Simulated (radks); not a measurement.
Excited configurations of Rb: one electron is placed in a higher orbital outside [Kr]. The ground configuration is [Kr] 5s1. All-electron calculation, Dirac Kohn-Sham, PBEsol, spin-unpolarised, spherical densities, finite nucleus; open shells fill j = l - 1/2 first; Fermi nuclear charge, rms radius 4.2036 fm. Program: a radial shooting solver on a logarithmic mesh with Libxc functionals. Excitation = E - E(ground); binding = E(ion) - E, where the ion is the core of charge +1; n* = 1/sqrt(2 binding) in atomic units, and the quantum defect is n - n*.

outer orbital	excitation (eV)	binding (eV)	n*	quantum defect	eigenvalue (eV)	<r> (bohr)
4d3/2	2.207	1.862	2.703	1.297	-0.624	8.040
4f5/2	3.171	0.898	3.892	0.108	-0.430	17.62
5p1/2	1.472	2.597	2.289	2.711	-1.333	7.229
5d3/2	2.819	1.249	3.300	1.700	-0.644	14.44
6s1/2	2.228	1.840	2.719	3.281	-1.100	11.70
6p1/2	2.695	1.374	3.147	2.853	-0.799	14.93
6d3/2	3.270	0.799	4.128	1.872	-0.476	24.79
7s1/2	3.022	1.047	3.605	3.395	-0.661	20.85
7p1/2	3.222	0.847	4.009	2.991	-0.530	25.21
7d3/2	3.520	0.549	4.977	2.023	-0.349	38.04

The Delta-SCF ionisation energy is 4.069 eV (NIST Atomic Spectra Database: 4.177 eV, measured). Self-interaction in the functional shifts the binding energies and quantum defects, so they are the method's values and not measured ones. Spin polarisation and multiplet splitting are left out, so open shells lie too high by an amount that depends on their filling.

Beside tabulated values, note that spin-unpolarised runs miss the spin-polarisation part of the exchange energy of open shells.
